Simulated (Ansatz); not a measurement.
Stepwise reaction of `C[N](C)[Sn][N](C)C` with water, as a gas-phase model of exchange steps in deposition or etching. ΔE in kJ/mol.

Isolated molecules relaxed with PBE0-D4/def2-TZVP in Ansatz; ΔE leaves out vibrations. CCSD(T)/CBS is the MP2 limit (def2-TZVPP, def2-QZVPP) plus CCSD(T) − MP2 in def2-TZVPP, frozen cores. This one scheme is used for every species. DFT in def2-TZVPP. B3LYP here is the variant with VWN-RPA as its local correlation; programs differ in this. Elements past krypton have def2 core potentials. For Sn outer-core shells are correlated without core-valence functions, which leaves a few kJ/mol of doubt a bond. Each species was taken in one conformer, which may not be the lowest.

| step | reaction | PBE-D4 | B3LYP-D4 | ωB97M-V | CCSD(T)/CBS |
| --- | --- | --- | --- | --- | --- |
| 1 | `C[N](C)[Sn][N](C)C` + H₂O → `C[N](C)[Sn][OH]` + `CNC` | -37.5 | -39.7 | -43.0 | -33.2 |
| 2 | `C[N](C)[Sn][OH]` + H₂O → `[OH][Sn][OH]` + `CNC` | -27.7 | -29.9 | -35.7 | -26.1 |

(1) By hand: ΔE of the 2 steps together at CCSD(T)/CBS.

Results:

(1) (-33.2) + (-26.1) = -59.3 kJ/mol, or -29.7 kJ/mol a step.

In ΔE each step is higher than the one before. All are downhill at CCSD(T)/CBS. PBE-D4 differs from CCSD(T)/CBS by -4.3 to -1.6 kJ/mol a step. Isolated molecules leave out the surface, adducts and barriers. Largest T1 diagnostic: 0.018.
